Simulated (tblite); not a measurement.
Species: C2H11Si3 (doublet state).
Atom-mapped SMILES: `[SiH3:1][CH2:2][C:3]([SiH3:4])[SiH3:5]` (hydrogens: H6, H7, H8 on Si1; H9, H10 on C2; H11, H12, H13 on Si4; H14, H15, H16 on Si5)

Geometry (GFN2-xTB, Å), atoms numbered from 1 in this order:
```xyz
16
C2H11Si3 angstrom
Si    -2.2034    0.0991    0.1943
C     -0.5489    1.0754    0.0240
C      0.6058    0.1698   -0.0598
Si     1.4011   -0.3969    1.5303
Si     1.1147   -0.4667   -1.7386
H     -2.1644   -0.6914    1.4238
H     -3.2902    1.0802    0.2620
H     -2.3726   -0.7572   -0.9778
H     -0.4885    1.7320    0.8952
H     -0.6455    1.6979   -0.8687
H      2.7493   -0.8928    1.2547
H      0.6260   -1.4679    2.1798
H      1.4653    0.7283    2.4741
H      1.0676    0.6304   -2.7164
H      2.4707   -1.0106   -1.6666
H      0.2054   -1.5207   -2.2216
```

Method: GFN2-xTB as coded in tblite; computed harmonic values from a numerical Hessian at the method's own geometry, unscaled. This tight-binding method is rough: wavenumbers can miss measured ones by several per cent, in bad cases by 10 to 20. Modes of hydrogen on silicon can be 10 to 20 % off. One conformer, not necessarily the lowest. Open shells enter through the occupations alone, without spin polarisation, and single modes of such species can be off by tens of per cent.

Harmonic wavenumbers (cm⁻¹): 36.2, 45.4, 71.7, 122.8, 128.3, 196.5, 286.3, 286.9, 482.0, 489.6, 511.2, 516.4, 532.8, 554.6, 608.3, 685.5, 757.2, 767.7, 771.9, 778.5, 786.4, 787.2, 796.4, 808.7, 811.8, 825.2, 947.0, 1141.1, 1186.8, 1203.9, 1465.4, 2153.4, 2161.9, 2192.7, 2197.0, 2248.6, 2249.9, 2267.2, 2281.5, 2288.5, 2931.8, 2940.8.

A = 2370, B = 1615, C = 1085 MHz; mass 119.017 u (most abundant isotopes); point group Cs, symmetry number 1; spin multiplicity 2.

Question: What is the zero-point energy?

Answer: Half the sum of the wavenumbers: 22652 cm⁻¹ = 270.97 kJ/mol.

Question: Give the ideal-gas entropy at 400 K and 1 bar in the rigid-rotor, harmonic-oscillator model (classical rotation).

Answer: Translation 174.57, rotation 123.91, vibration 181.60, spin (R ln 2) 5.76: S = 485.8 J/(mol K).

Question: And Cp and H(400 K) − H(0)?

Answer: Cp = 203.45 J/(mol K), of which vibrations give 170.19 (their classical limit is 42 R = 349.2); H(400 K) − H(0) = 49.38 kJ/mol without the zero-point energy, 36.08 from vibrations.

Question: What must be added to the electronic energy to get the Gibbs energy at 400 K and 1 bar?

Answer: ZPE + [H(400 K) − H(0)] − T·S = 270.97 + 49.38 − 194.34 = 126.01 kJ/mol.

Question: Which modes carry the vibrational entropy at 400 K?

Answer: 36.2 cm⁻¹: 25.27; 45.4 cm⁻¹: 23.39; 71.7 cm⁻¹: 19.61; 122.8 cm⁻¹: 15.18; 128.3 cm⁻¹: 14.82; 196.5 cm⁻¹: 11.37 J/(mol K); the other 36 give 71.97 together.

Hindered rotation and anharmonicity are outside this model. Other conformers, if any are populated, would add a mixing term that is left out.
